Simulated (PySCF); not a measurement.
## Calculated properties of `N(c1c(noc1C)C)C`

C6H10N2O.
Atom-mapped SMILES: `[CH3:1][NH:2][c:3]1[c:4]([CH3:5])[n:6][o:7][c:8]1[CH3:9]` (hydrogens: H10, H11, H12 on C1; H13 on N2; H14, H15, H16 on C5; H17, H18, H19 on C9)

Geometry (PBE0-D3(BJ)/def2-SVP, Å), atoms numbered from 1 in this order:
```xyz
19
C6H10N2O angstrom
C     -0.5602    2.1285   -0.3821
N     -0.8210    0.7245   -0.5450
C      0.1232   -0.2170   -0.1695
C     -0.1596   -1.6095    0.0169
C     -1.4820   -2.2800   -0.0935
N      0.9268   -2.2749    0.3162
O      1.9354   -1.3764    0.3321
C      1.4771   -0.1349    0.0475
C      2.5138    0.9274   -0.0048
H      0.2868    2.4414   -1.0122
H     -0.3332    2.4297    0.6610
H     -1.4362    2.7005   -0.7180
H     -1.7595    0.4541   -0.2784
H     -1.9156   -2.1405   -1.0964
H     -2.2002   -1.8758    0.6394
H     -1.3697   -3.3549    0.0963
H      2.9008    1.0765   -1.0267
H      3.3614    0.6338    0.6298
H      2.1344    1.8915    0.3560
```

Some functional groups and rings: pyridine-type ring nitrogen, aromatic ring with oxygen and amine.

From PBE0-D3(BJ)/def2-SVP geometry optimisation, gas phase (PySCF):

```
Point group                  : C1
Rotational constants A, B, C : 2.120, 1.671, 0.954 GHz
```

PBE0/def2-SVPD ground state and vertical TDDFT (core frozen in the response) (PySCF):

```
Dipole moment                                                     : 4.12 D
HOMO energy                                                       : -5.86 eV
LUMO energy                                                       : 0.14 eV
HOMO–LUMO gap                                                     : 6.00 eV
Lowest singlet excitation                                         : 5.09 eV (244 nm, f = 0.003)
Strongest line among the 6 lowest singlet transitions             : S2 at 5.22 eV (237 nm, f = 0.104)
Static isotropic polarisability                                   : 90.1 au
Electronic spatial extent ⟨r²⟩ about the centre of nuclear charge : 1245 bohr²
```

Monoisotopic mass from the formula: 126.0793 u.

A dipole of 4.12 D is allowed in C1, and pure rotational transitions are dipole-allowed. S1 lies 0.91 eV below the HOMO–LUMO gap; its leading configuration is HOMO→LUMO+1, weight 0.89. The principal polarisabilities are 62.9, 98.0 and 109.3 au; their mean is the isotropic value. The rotational constants make it an asymmetric top with κ = (2B − A − C)/(A − C) = 0.23, nearer the oblate limit (+1). The dipole matches unit charges of opposite sign 0.86 Å apart (1 e·Å = 4.8032 D).

For the TDDFT job (PBE0/def2-SVPD), rough CPU time on one thread of a shared machine: about 1.8 min.

One conformer stands for the species.
